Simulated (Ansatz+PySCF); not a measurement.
Two shapes of triplet CoH₂O(+).

Shape 1:

```xyz
4

Co    0.0000    0.0000    0.0000
O     0.0000    0.0000    2.0000
H     0.7750    0.0000    2.5750
H    -0.7750    0.0000    2.5750
```

Shape 2:

```xyz
4

Co    0.0000    0.0000    0.0000
O     0.0000    0.0000    2.0800
H     0.7750    0.0000    2.6550
H    -0.7750    0.0000    2.6550
```

Basis set: def2-SVP (spherical functions). Charge 1, multiplicity 3.

Computed with Ansatz (development build ahead of 0.2.0); each method stands on the lowest determinant of its kind that the runs found.

Task: Which shape is lower in energy, and by how much in each method?

Result:

```csv
method,E(2) − E(1) (eV)
ROHF,-0.026
UHF,-0.022
PBE0 (restricted open-shell),0.064
ωB97X (restricted open-shell),0.067
ωB97X (unrestricted),0.068
```

The methods disagree on the order. Caution: another spin multiplicity may lie lower. Caution for ROHF: an unrestricted determinant lies well below. Caution for UHF: the unrestricted determinant is a mixture of spin states; the determinant may break the point group.
